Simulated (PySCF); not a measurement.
Computed IR spectrum (relative IR intensity) of a molecule C5H4F2. Coordinates come from a PBE0-D3(BJ)/def2-SVP optimisation. The values are those of a single conformer. Method: PBE0-D3(BJ)/def2-SVP (PySCF). Harmonic, unscaled wavenumbers; measured fundamentals usually lie a few per cent lower.

Lines under 2 % of the strongest are left out, and lines within 2 cm⁻¹ are merged.

ν (cm⁻¹): 439 (vw), 511 (w), 627 (w), 726 (vw), 734 (w), 740 (w), 986 (m), 995 (w), 1018 (w), 1140 (vs), 1181 (vs), 1286 (m), 1308 (m), 1425 (m), 2263 (w), 3486 (m) (against the strongest line: vs over 80 %, s over 45 %, m over 15 %, w over 4 %, vw less)

Question: Pick the molecule that these values belong to.
A) C=C=C(F)/C=C\F
B) C#CC(F)(F)C=C
C) C#C/C(F)=C(\C)F
D) C=C=C/C(F)=C\F

Answer: B, C#CC(F)(F)C=C
